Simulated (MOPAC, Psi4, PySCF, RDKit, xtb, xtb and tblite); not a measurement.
Two geometries of SMILES c1coc(-c2ccco2)c1 (C8H6O2), relaxed at GFN2-xTB with one dihedral held; other torsions can differ between them too.

Structure A

```
16

C     -2.8831    -0.5220    -0.2725
C     -2.6888     0.7708     0.1039
O     -1.3865     1.0897     0.0630
C     -0.7205    -0.0085    -0.3624
C      0.7295     0.0368    -0.4497
C      1.5614     0.8947    -1.1158
C      2.8788     0.5023    -0.7843
C      2.7509    -0.5507     0.0674
O      1.4581    -0.8350     0.2848
C     -1.5996    -1.0366    -0.5678
H     -3.8158    -1.0442    -0.3320
H     -3.3708     1.5378     0.4134
H      1.2657     1.6911    -1.7672
H      3.7895     0.9450    -1.1319
H      3.4768    -1.1593     0.5693
H     -1.3571    -2.0249    -0.9000
```

Structure B

```
16

C      2.8614    -0.5434    -0.3510
C      2.7225     0.7109     0.1603
O      1.4313     1.0694     0.2003
C      0.7143     0.0403    -0.3025
C     -0.7239     0.1171    -0.3438
C     -1.6631    -0.8841    -0.3357
C     -2.9171    -0.2454    -0.4523
C     -2.6522     1.0876    -0.5343
O     -1.3325     1.3162    -0.4771
C      1.5546    -0.9889    -0.6474
H      3.7748    -1.0820    -0.4980
H      3.4395     1.4228     0.5182
H     -1.4757    -1.9333    -0.2409
H     -3.8796    -0.7137    -0.4723
H     -3.2932     1.9412    -0.6325
H      1.2705    -1.9290    -1.0722
```

Which is lower in energy at the level Psi4 with B3LYP-D3(BJ)/def2-SVP // GFN2-xTB, and by how much?

B is lower, by 2.01 kcal/mol (dihedral O3–C4–C5–O9: 120° in A, 30° in B).

E(B) − E(A) in kcal/mol at the other levels, on the same two geometries: GFN2-xTB (xtb and tblite) -2.27; MMFF94 // GFN2-xTB (RDKit) -1.95; B3LYP/def2-SVP // GFN2-xTB (Psi4) -1.87; PBE/def2-SVP // GFN2-xTB (Psi4) -2.07; PBE-D3(BJ)/def2-SVP // GFN2-xTB (Psi4) -2.15; UFF // GFN2-xTB (RDKit) -6.13; PM6, restricted, heats of formation // GFN2-xTB (MOPAC) -0.17; AM1, restricted, heats of formation // GFN2-xTB (MOPAC) -1.77; GFN1-xTB // GFN2-xTB (xtb) -1.97; restricted B3LYP/6-31G*, spherical d, density fitting // GFN2-xTB (PySCF) -1.79; restricted B3LYP/LANL2DZ, density fitting // GFN2-xTB (PySCF) -1.14; restricted LDA (SVWN5)/6-31G*, spherical d, density fitting // GFN2-xTB (PySCF) -2.22; restricted Hartree-Fock/STO-3G // GFN2-xTB (PySCF) -1.16.
